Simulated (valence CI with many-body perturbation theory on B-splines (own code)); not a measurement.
## Level structure of Fe XIV

Computed by configuration interaction combined with many-body perturbation theory (CI+MBPT): three valence electrons over a frozen Dirac-Fock core [Ne], a basis of 11 s, 11 p, 10 d, 8 f, 5 g, 2 h functions for each j, with the one-electron correlation potential Σ1 (screened to all orders), the two-electron term Σ2, the three-electron term Σ3, Breit, model QED; selected single and double excitations, second order for the rest, scaled by the run's own slope (own B-spline code, finite nucleus).

No measured levels were compared; by estimate levels of excited configurations hold to 0.05 to 0.15 % of their energy, terms of the ground configuration to about 0.5 %.

Levels 136 to 160 of 160, with energies above the lowest level, 3s²3p ²P°_1/2. "Leading %" is the weight of the configuration and term that name the level; weights of strongly mixed levels are sums over their largest components and can fall short. In the jj column 3d3/2^4 stands for four electrons in 3d with j = 3/2.

| No. | Configuration | Term | J | E (cm⁻¹) | Leading % | g | Leading jj |
| --- | --- | --- | --- | --- | --- | --- | --- |
| 136 | 3s3p4s | ²P° | 1/2 | 1689700 | 95 | 0.683 | 3s 3p1/2 4s (75 %) |
| 137 | 3s²4d | ²D | 3/2 | 1696200 | 94 | 0.799 | 3s^2 4d3/2 (94 %) |
| 138 | 3s²4d | ²D | 5/2 | 1697500 | 94 | 1.200 | 3s^2 4d5/2 (94 %) |
| 139 | 3s3p4s | ²P° | 3/2 | 1702800 | 93 | 1.342 | 3s 3p3/2 4s (89 %) |
| 140 | 3s3p4p | ⁴D | 1/2 | 1767700 | 63 | 0.248 | 3s 3p1/2 4p1/2 (92 %) |
| 141 | 3s3p4p | ⁴D | 3/2 | 1773000 | 63 | 1.249 | 3s 3p1/2 4p1/2 (66 %) |
| 142 | 3s3p4p | ²P | 1/2 | 1780200 | 60 | 0.468 | 3s 3p1/2 4p3/2 (50 %) |
| 143 | 3s3p4p | ²P | 3/2 | 1781200 | 49 | 1.338 | 3s 3p1/2 4p3/2 (62 %) |
| 144 | 3s3p4p | ⁴D | 5/2 | 1783200 | 94 | 1.378 | 3s 3p1/2 4p3/2 (54 %) |
| 145 | 3s3p4s | ²P° | 1/2 | 1784800 | 94 | 0.669 | 3s 3p3/2 4s (68 %) |
| 146 | 3s3p4s | ²P° | 3/2 | 1785900 | 94 | 1.335 | 3s 3p3/2 4s (72 %) |
| 147 | 3s²4f | ²F° | 5/2 | 1788800 | 96 | 0.856 | 3s^2 4f5/2 (96 %) |
| 148 | 3s²4f | ²F° | 7/2 | 1789200 | 96 | 1.143 | 3s^2 4f7/2 (96 %) |
| 149 | 3s3p4p | ⁴P | 1/2 | 1789700 | 95 | 2.628 | 3s 3p1/2 4p1/2 (57 %) |
| 150 | 3s3p4p | ⁴P | 3/2 | 1794500 | 75 | 1.708 | 3s 3p1/2 4p3/2 (47 %) |
| 151 | 3s3p4p | ⁴D | 7/2 | 1794700 | 98 | 1.429 | 3s 3p3/2 4p3/2 (98 %) |
| 152 | 3s3p4p | ⁴P | 5/2 | 1802000 | 86 | 1.556 | 3s 3p3/2 4p1/2 (48 %) |
| 153 | 3s3p4p | ²D | 3/2 | 1803300 | 55 | 1.300 | 3s 3p1/2 4p3/2 (44 %) |
| 154 | 3s3p4p | ⁴S | 3/2 | 1807000 | 44 | 1.470 | 3s 3p3/2 4p3/2 (66 %) |
| 155 | 3s3p4p | ²D | 5/2 | 1815800 | 88 | 1.235 | 3s 3p3/2 4p3/2 (70 %) |
| 156 | 3s3p4p | ²S | 1/2 | 1836800 | 94 | 1.979 | 3s 3p3/2 4p3/2 (68 %) |
| 157 | 3d³ | ⁴F | 3/2 | 1848900 | 99 | 0.399 | 3d3/2^3 (37 %) |
| 158 | 3d³ | ⁴F | 5/2 | 1849800 | 99 | 1.028 | 3d3/2^2 3d5/2 (76 %) |
| 159 | 3d³ | ⁴F | 7/2 | 1850900 | 99 | 1.237 | 3d3/2 3d5/2^2 (77 %) |
| 160 | 3d³ | ⁴F | 9/2 | 1852200 | 99 | 1.332 | 3d3/2 3d5/2^2 (47 %) |

Names give the largest LS component (configuration and term), which can be under half, so a name can repeat, a term be missing and a line seem to break the LS rules; names also repeat where a configuration has a term twice.

Where two levels of one J and parity lie close, their mixing, g and order are uncertain.
